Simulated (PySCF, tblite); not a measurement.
Isomers of C8H9B. Method: GFN2-xTB as coded in tblite; computed harmonic values from a numerical Hessian at the method's own geometry, unscaled. This tight-binding method is rough: wavenumbers can miss measured ones by several per cent, in bad cases by 10 to 20. Modes of hydrogen on boron can be 10 to 20 % off. One conformer each.

Electronic energies: PBE0-D3(BJ)/def2-SVP at its own geometries (PySCF, gas phase).

```
                             SMILES  electronic energy, lowest = 0 (kcal/mol)
                     C#C/C=C/CBC#CC                                      47.3
                     C#C/C=C\CBC#CC                                      46.6
                C#CB1CC[C@H](C#C)C1                                      27.6
BC1=C[C@@H]2[C@@H]3C=C[C@H]1[C@H]23                                       0.0
                      BCC1c2ccccc21                                      19.6
                 BC12C=CC(C=C1)C=C2                                      18.5
```

**Question.** How do GFN2-xTB zero-point energies change the relative energies?

**Answer.** 
| SMILES | ZPE (kcal/mol) | of it from modes above 1550 cm⁻¹ | electronic (kcal/mol) | with ZPE, lowest = 0 (kcal/mol) | lowest mode (cm⁻¹) | rings |
| --- | --- | --- | --- | --- | --- | --- |
| BC1=C[C@@H]2[C@@H]3C=C[C@H]1[C@H]23 | 89.1 | 43.0 | 0.0 | 0.0 | 134 | 3 |
| BC12C=CC(C=C1)C=C2 | 88.2 | 45.8 | 18.5 | 17.6 | 108 | 3 |
| BCC1c2ccccc21 | 87.3 | 42.7 | 19.6 | 17.8 | 54 | 2 |
| C#CB1CC[C@H](C#C)C1 | 88.1 | 45.7 | 27.6 | 26.7 | 58 | 1 |
| C#C/C=C\CBC#CC | 85.1 | 47.5 | 46.6 | 42.6 | 15i | 0 |
| C#C/C=C/CBC#CC | 85.0 | 47.5 | 47.3 | 43.1 | 9i | 0 |

The zero-point energies span 4.1 kcal/mol, from `C#C/C=C/CBC#CC` to `BC1=C[C@@H]2[C@@H]3C=C[C@H]1[C@H]23`. Slightly imaginary modes are left out of the zero-point energy: `C#C/C=C\CBC#CC` 15.2i, 3.2i cm⁻¹ and `C#C/C=C/CBC#CC` 9.3i cm⁻¹. The order is unchanged.

**Question.** And how do the electronic energies of GFN2-xTB itself compare?

**Answer.** `BC1=C[C@@H]2[C@@H]3C=C[C@H]1[C@H]23` 0.0; `BC12C=CC(C=C1)C=C2` 13.5; `BCC1c2ccccc21` 30.5; `C#CB1CC[C@H](C#C)C1` 51.4; `C#C/C=C\CBC#CC` 63.4; `C#C/C=C/CBC#CC` 63.4 kcal/mol, lowest = 0. Against the energies above, taken from the same isomer `BC1=C[C@@H]2[C@@H]3C=C[C@H]1[C@H]23`, the largest difference is 23.8 kcal/mol. The two levels were optimised apart and needn't hold the same conformer.

**Question.** What do entropy and thermal enthalpy add at 298.15 K and 1 bar (rigid rotor, harmonic oscillator, one conformer each)?

**Answer.** 
```
                             SMILES  point group  symmetry number  S (cal/(mol K))  H − H(0) (kcal/mol)  ZPE + H − H(0) − TS (kcal/mol)
BC1=C[C@@H]2[C@@H]3C=C[C@H]1[C@H]23           C1                1             82.2                 5.09                            69.7
                 BC12C=CC(C=C1)C=C2           Cs                1             83.9                 5.36                            68.6
                      BCC1c2ccccc21           C1                1             91.3                 6.06                            66.1
                C#CB1CC[C@H](C#C)C1           C1                1             95.4                 6.67                            66.4
```

Not tabulated: `C#C/C=C\CBC#CC` (lowest mode only 15i cm⁻¹); `C#C/C=C/CBC#CC` (lowest mode only 9i cm⁻¹).
